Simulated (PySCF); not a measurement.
Species: 1,1-dichloro-2,2,2-trifluoroethane, C2HCl2F3.
Numbering: `[F:1][C:2]([F:3])([F:4])[CH:5]([Cl:6])[Cl:7]` (hydrogens: H8 on C5)

The same species was optimised twice, with GFN2-xTB and with PBE0-D3(BJ)/def2-SVP (PySCF), and the same property calculations (PySCF, gas phase) were run on both structures.

| coordinate | GFN2-xTB | PBE0-D3(BJ)/def2-SVP | change |
| --- | --- | --- | --- |
| C5–Cl7 (Å) | 1.773 | 1.763 | -0.010 |
| C5–Cl6 (Å) | 1.773 | 1.764 | -0.009 |
| C2–F4 (Å) | 1.337 | 1.330 | -0.007 |
| C2–F3 (Å) | 1.336 | 1.329 | -0.007 |
| F1–C2 (Å) | 1.328 | 1.322 | -0.006 |
| C2–C5 (Å) | 1.533 | 1.534 | +0.001 |
| F3–C2–F4 (°) | 106.7 | 108.1 | +1.4 |
| F3–C2–C5 (°) | 110.9 | 109.5 | -1.4 |
| F4–C2–C5 (°) | 110.9 | 109.6 | -1.3 |
| F1–C2–F4 (°) | 107.5 | 108.8 | +1.3 |
| C2–C5–Cl7 (°) | 108.9 | 110.1 | +1.2 |
| C2–C5–Cl6 (°) | 108.9 | 110.1 | +1.2 |
| F1–C2–F3 (°) | 107.5 | 108.7 | +1.2 |
| F1–C2–C5 (°) | 113.0 | 112.1 | -0.9 |
| F1–C2–C5–Cl6 (°) | -61 | -62 | -1 |

Rotational constants: A = 2102, B = 1688, C = 1132 MHz (GFN2-xTB) against A = 2099, B = 1697, C = 1136 MHz (PBE0-D3(BJ)/def2-SVP). Point groups within 0.08 Å: Cs and Cs. Atoms that the bonding makes alike are paired by their places after alignment.

On the GFN2-xTB structure: HOMO (eV) -9.40 [PBE0/pcSseg-1]; LUMO (eV) -0.64 [PBE0/pcSseg-1]; dipole (D) 1.48 [PBE0/pcSseg-1]; GIAO shielding of F1/F3/F4 (mean) (ppm) 261.4 [PBE0/pcSseg-1]; GIAO shielding of C2 (ppm) 55.9 [PBE0/pcSseg-1]; GIAO shielding of C5 (ppm) 104.0 [PBE0/pcSseg-1]; GIAO shielding of Cl6/Cl7 (mean) (ppm) 701.1 [PBE0/pcSseg-1].

Question: What do these properties become on the PBE0-D3(BJ)/def2-SVP structure?

Answer: 
| property | level | on GFN2-xTB | on PBE0-D3(BJ)/def2-SVP | change |
| --- | --- | --- | --- | --- |
| HOMO (eV) | PBE0/pcSseg-1 | -9.40 | -9.38 | +0.02 |
| LUMO (eV) | PBE0/pcSseg-1 | -0.64 | -0.49 | +0.15 |
| dipole (D) | PBE0/pcSseg-1 | 1.48 | 1.33 | -0.15 |
| energy, GFN2-xTB geometry as zero (kcal/mol) | PBE0/pcSseg-1 | 0.0 | -0.4 | -0.4 |
| GIAO shielding of F1/F3/F4 (mean) (ppm) | PBE0/pcSseg-1 | 261.4 | 267.2 | +5.8 |
| GIAO shielding of C2 (ppm) | PBE0/pcSseg-1 | 55.9 | 57.6 | +1.7 |
| GIAO shielding of C5 (ppm) | PBE0/pcSseg-1 | 104.0 | 105.4 | +1.4 |
| GIAO shielding of Cl6/Cl7 (mean) (ppm) | PBE0/pcSseg-1 | 701.1 | 716.3 | +15.2 |

The heavy atoms differ by 0.019 Å rms after alignment (one structure mirrored). Among bonds between heavy atoms C5–Cl6 and C5–Cl7 change most and about equally (-0.010 to -0.009 Å). Changes are differences of the printed values. Neither structure is proved a minimum here.

Conformer computed: `[F:1][C:2]([F:3])([F:4])[CH:5]([Cl:6])[Cl:7]`: F1–C2–C5–Cl6 -62°.
